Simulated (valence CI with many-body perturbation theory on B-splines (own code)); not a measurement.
**From CI to CI+MBPT in Pt XL**

Calculated by relativistic CI+MBPT: three valence electrons over a frozen Dirac-Fock core [Kr], radial functions for each j: 9 s, 9 p, 10 d, 8 f, 5 g, 3 h, 1 i, with the one-electron correlation potential Σ1, the two-electron term Σ2, the three-electron term Σ3, Breit, model QED; selected CI, second order for the rest (own B-spline code, finite nucleus).

The last digits are not significant, and no measured levels were compared; by estimate large intervals hold to a few tenths of a per cent, small ones and those within an open d or f shell to about a per cent. Only levels of the ground parity were solved; by the run's estimate the other parity begins above the list, which can be wrong where configurations are misplaced.

Each rung adds one term. CI alone is the Dirac-Coulomb CI over the frozen core; QED comes last and gives the full result, which names the levels. Energies are above (4d3/2^3) J=3/2 on the same rung, in cm⁻¹.

Levels are named by their leading jj configuration (3d3/2^4 stands for four electrons in 3d with j = 3/2), which in mixed levels can hold well under half, so a name can repeat and another be missing. Letters in brackets count levels of one name in rising energy.

| Level | CI alone | Σ1 | Σ2 | Σ3 | Breit | QED | Full |
| --- | --- | --- | --- | --- | --- | --- | --- |
| (4d3/2^2 4d5/2) J=5/2 [a] | 170617 | +841 | +409 | +173 | -4026 | +516 | 168531 |
| (4d3/2^2 4d5/2) J=3/2 | 191137 | +823 | -518 | +498 | -3706 | +504 | 188738 |
| (4d3/2^2 4d5/2) J=7/2 | 208064 | +882 | -1538 | -149 | -4867 | +528 | 202921 |
| (4d3/2^2 4d5/2) J=9/2 | 211219 | +871 | -2523 | -30 | -5184 | +514 | 204868 |
| (4d3/2^2 4d5/2) J=1/2 | 209629 | +833 | -1033 | +491 | -3916 | +511 | 206515 |
| (4d3/2^2 4d5/2) J=5/2 [b] | 284560 | +901 | -2057 | -397 | -4167 | +549 | 279389 |
| (4d3/2 4d5/2^2) J=7/2 [a] | 373146 | +1668 | +328 | +47 | -8124 | +1024 | 368089 |
| (4d3/2 4d5/2^2) J=9/2 | 390761 | +1705 | -809 | +175 | -8912 | +1038 | 383958 |
| (4d3/2 4d5/2^2) J=3/2 [a] | 402778 | +1669 | +737 | -185 | -7573 | +1030 | 398456 |
| (4d3/2 4d5/2^2) J=1/2 | 412863 | +1678 | +43 | +495 | -7776 | +1034 | 408336 |
| (4d3/2 4d5/2^2) J=5/2 [a] | 420866 | +1642 | -1846 | -531 | -7634 | +1008 | 413506 |
| (4d3/2 4d5/2^2) J=11/2 | 426648 | +1725 | -3274 | -19 | -9521 | +1035 | 416595 |
| (4d3/2 4d5/2^2) J=5/2 [b] | 448810 | +1720 | -1885 | -615 | -8197 | +1047 | 440880 |
| (4d3/2 4d5/2^2) J=7/2 [b] | 454335 | +1698 | -3334 | -391 | -8501 | +1027 | 444834 |
| (4d3/2 4d5/2^2) J=3/2 [b] | 512598 | +1731 | +441 | -657 | -7663 | +1062 | 507512 |
| (4d5/2^3) J=9/2 | 590344 | +2527 | +292 | -159 | -12473 | +1552 | 582083 |
| (4d5/2^3) J=3/2 | 634822 | +2485 | -488 | -409 | -11444 | +1531 | 626498 |
| (4d5/2^3) J=5/2 | 667676 | +2481 | +1714 | -874 | -11364 | +1535 | 661168 |

The middle columns are the shifts that each term adds.

Question: How does the ionisation energy move along the ladder, and which term matters most?

Answer: CI alone 1819.0, + Σ1 1821.9, + Σ2 1823.6, + Σ3 1823.6, + Breit 1822.3, + QED 1822.4 eV. The largest step is Σ1, 2.9 eV. NIST lists 1821 ± 4 eV (theoretical).
